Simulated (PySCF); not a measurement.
An unknown is described by computed data only.

Formula: C4H5N2OP.

* Rotational structure: rotational constants A, B, C: 3.464, 1.472, 1.040 GHz [GFN2-xTB]
* 13C NMR: chemical shifts (computed TMS as zero) by class: 194.5 (1 C), 174.7 (1 C), 169.4 (1 C), 30.8 (1 C) ppm [GIAO PBE0/pcSseg-1]
* Polarisability: 87.2 au [PBE0/def2-SVPD]
* Triplet: lowest triplet excitation (Tamm–Dancoff): 3.08 eV [TDA PBE0/def2-SVPD]
* UV, strongest line: among the 8 lowest singlet transitions: S3 at 4.63 eV (268 nm, f = 0.131) [TDDFT PBE0/def2-SVPD]
* Dipole: 1.49 D [PBE0/def2-SVPD]
* 1H NMR: chemical shifts (computed TMS as zero) by class: 11.44 (1 H), 8.95 (1 H), 2.80 (3 H) ppm [GIAO PBE0/pcSseg-1]
* NMR, other nuclei: isotropic shieldings of nuclei other than C and H, by class: -109 (1 N), 24 (1 N), -274 (1 O), 185 (1 P) ppm [GIAO PBE0/pcSseg-1]
* UV, first state: lowest singlet excitation: 3.76 eV (329 nm, f = 0.000) [TDDFT PBE0/def2-SVPD]

The electronic properties come from PySCF, for the isolated species, density fitting. Levels stand in brackets. Isolated species at its GFN2-xTB geometry (one conformer only). NMR classes are plain means over equivalent atoms (diastereotopic ones count apart unless rotation or inversion swaps them), as if these changed places fast.

Question: Give a SMILES that accounts for the data.

Answer: Numbering: `[CH3:1][C:2](=[O:3])[c:4]1[nH:5][n:6][cH:7][p:8]1`. 4 carbons fall into 4 classes; from least to most shielded: ketone carbonyl carbon [C2] (194.5 ppm), substituted aromatic carbon [C4] (174.7 ppm), aromatic CH next to a ring nitrogen [C7] (169.4 ppm), methyl carbon next to a carbonyl [C1] (30.8 ppm). Hydrogen classes from least to most shielded: 1 H on a pyrrole-type nitrogen, N5 (11.44 ppm), 1 H on an aromatic CH next to a ring nitrogen, C7 (8.95 ppm), 3 H on a methyl carbon next to a carbonyl, C1 (2.80 ppm, a mean of values up to 0.7 ppm apart in this geometry). The other shieldings belong to: -109 ppm, pyridine-type nitrogen [N6]; 24 ppm, pyrrole-type nitrogen [N5]; -274 ppm, ketone oxygen [O3]; 185 ppm, phosphorus bonded to 2 C [P8]. S1 is mainly HOMO−1→LUMO (weight 0.93); the largest Löwdin shares of the orbital it empties are 0.56 on the ketone oxygen, 0.10 on the ketone carbonyl carbon, 0.09 on the methyl carbon next to a carbonyl and 0.09 on the substituted aromatic carbon, of the orbital it fills 0.22 on the phosphorus bonded to 2 C, 0.19 on the ketone carbonyl carbon, 0.18 on the ketone oxygen and 0.14 on the substituted aromatic carbon. The optimised geometry has point group Cs and is an asymmetric top. Structure: `CC(=O)C1=PC=NN1`. The assignments are read from this structure; whether some other isomer fits the data as well wasn't checked.

The values belong to the conformer `[CH3:1][C:2](=[O:3])[c:4]1[nH:5][n:6][cH:7][p:8]1`: C1–C2–C4–N5 180°.
